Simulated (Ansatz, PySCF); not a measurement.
Molecule: B$_{2}$F$_{3}$, net charge 1, singlet state. 
Coordinates optimised at B3LYP-D3(BJ)/def2-TZVP (Ansatz, a quantum-chemistry and plane-wave program):
```
B
F 1 1.2863
F 1 1.2863 2 128.67
B 1 1.7651 2 115.66 3 -180.00
F 4 1.2194 2 153.47 1 180.00
```
Charge +1, spin multiplicity 1.

Total electronic energies in hartree. Valence correlation only, unless marked. No spin-orbit coupling. Non-relativistic. Basis-set limits of correlation are two-point, X^-3; Hartree-Fock from the larger set. The bracket is a focal-point correction in the basis named.

| level | program | energy (Eh) |
|---|---|---|
| HF/aug-cc-pVQZ | Ansatz | -347.69009 |
| RI-HF/cc-pVTZ | Ansatz | -347.66088 |
| RI-HF/cc-pVQZ | Ansatz | -347.68900 |
| PBE/def2-TZVPD | Ansatz | -348.81914 |
| PBE/def2-TZVPD | PySCF | -348.81920 |
| r2SCAN/def2-TZVPD | Ansatz | -349.02530 |
| M06-2X/def2-TZVPD | PySCF | -349.06791 |
| HSE06-D4/def2-TZVPD | Ansatz + dftd4 | -348.81084 |
| MP2/aug-cc-pVDZ | Ansatz | -348.27690 |
| MP2/cc-pwCVTZ | Ansatz | -348.58527 |
| RI-MP2/aug-cc-pVTZ | Ansatz | -348.57919 |
| CCSD/aug-cc-pVDZ | Ansatz | -348.28916 |
| CCSD(T)/cc-pVDZ | Ansatz | -348.24794 |
| RI-MP2/CBS(cc-pVTZ,cc-pVQZ)+[CCSD(T)-MP2]/cc-pVDZ | Ansatz | -348.7508 |
| RI-MP2/CBS(cc-pVTZ,cc-pVQZ)+[CCSD(T)-MP2]/cc-pVTZ | Ansatz | -348.7578 |

Totals of different functionals don't rank their quality; only differences between species are comparable.
